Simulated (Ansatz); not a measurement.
C2H9NOSi, SMILES `CO[SiH](C)N`. The species carries charge 0 and has multiplicity 1. All single points use the PBE0-D4/def2-TZVP geometry. It is one conformer, not always the lowest.

```xyz
14

C     1.794   -0.918    0.068
O     0.678   -1.011   -0.780
Si   -0.626   -0.007   -0.671
C    -1.468   -0.186    0.981
N    -0.258    1.652   -0.863
H     1.552   -1.228    1.092
H     2.195    0.103    0.101
H     2.575   -1.580   -0.311
H    -1.468   -0.464   -1.803
H    -1.680   -1.236    1.193
H    -2.413    0.363    0.998
H    -0.843    0.197    1.794
H     0.107    2.039   -1.716
H    -0.145    2.275   -0.083
```

(1) What is the dipole moment at PBE/def2-TZVPP? (Estimate.)

(2) And with r2SCAN, B3LYP, ωB97M-V? (Best estimate.)

(3) Give the Mulliken charges with PBE, r2SCAN, ωB97M-V in def2-TZVPP. (Estimate.)

Answers

(1) The calculation gave: 2.04 D, with components (0.76, 1.49, 1.18) D in this frame, pointing from negative to positive charge.

(2) Computed: r2SCAN 2.08 D, B3LYP 2.08 D, ωB97M-V 2.11 D.

(3) Ansatz gave: 
```tsv
atom	PBE	r2SCAN	ωB97M-V
C1	-0.13	0.02	-0.17
O2	-0.30	-0.38	-0.37
Si3	0.44	0.58	0.52
C4	-0.40	-0.33	-0.48
N5	-0.39	-0.46	-0.37
H6	0.09	0.05	0.11
H7	0.08	0.04	0.10
H8	0.10	0.06	0.13
H9	-0.09	-0.11	-0.05
H10	0.11	0.08	0.13
H11	0.11	0.08	0.13
H12	0.09	0.06	0.11
H13	0.15	0.16	0.11
H14	0.15	0.16	0.12
```

B3LYP here is the variant with VWN-RPA as its local correlation; programs differ in this.
